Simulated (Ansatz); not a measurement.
Job for Ansatz (an electronic-structure program): R-PBE0/def2-TZVPP on H2O5S (SMILES O=S(=O)(O)OO).

Ansatz 0.2 input:
```yaml
crystal:
  periodic: [false, false, false]
  atoms:
    - {symbol: O, position_ang: [1.01286567, -1.33865954, 0.40107699]}
    - {symbol: O, position_ang: [1.21944385, -0.02588105, -0.16920074]}
    - {symbol: S, position_ang: [-0.19920589, 0.77692996, -0.14893829]}
    - {symbol: O, position_ang: [0.10264537, 1.99357137, -0.80448121]}
    - {symbol: O, position_ang: [-0.74384145, 0.69093560, 1.16679388]}
    - {symbol: O, position_ang: [-1.08530987, -0.08622977, -1.13349928]}
    - {symbol: H, position_ang: [1.13726408, -1.15657428, 1.34849241]}
    - {symbol: H, position_ang: [-1.44376176, -0.85419229, -0.66024376]}
basis:
  gaussian:
    orbitals: def2-TZVPP
hamiltonian:
  xc: {name: PBE0}
scf: {lower_state_search: off}
```

Q: What total energy does the run end on?

A: -775.0669 hartree.
